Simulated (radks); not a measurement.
Removal energies from neutral thallium, [Hg] 6p(1/2: 1, 3/2: 0), by Delta-SCF beside the eigenvalue of the level emptied. All-electron calculation, Dirac Kohn-Sham, BLYP, spin-unpolarised, spherical densities, finite nucleus; Fermi nuclear charge, rms radius of each element as measured or else 0.836 A^(1/3) + 0.57 fm. Program: a radial shooting solver on a logarithmic mesh with Libxc functionals. Sub-shells are occupied by j as written (lower j first in brackets).

removed from                                  final configuration  Delta-SCF (eV)  -eigenvalue (eV)
6p1/2                                                        [Hg]           5.963             2.816
6s1/2                       [Xe] 4f14 5d10 6s1 6p(1/2: 1, 3/2: 0)          13.017             9.047
5d5/2         [Xe] 4f14 5d(3/2: 4, 5/2: 5) 6s2 6p(1/2: 1, 3/2: 0)          19.597            13.869
5d3/2         [Xe] 4f14 5d(3/2: 3, 5/2: 6) 6s2 6p(1/2: 1, 3/2: 0)          21.929            16.063
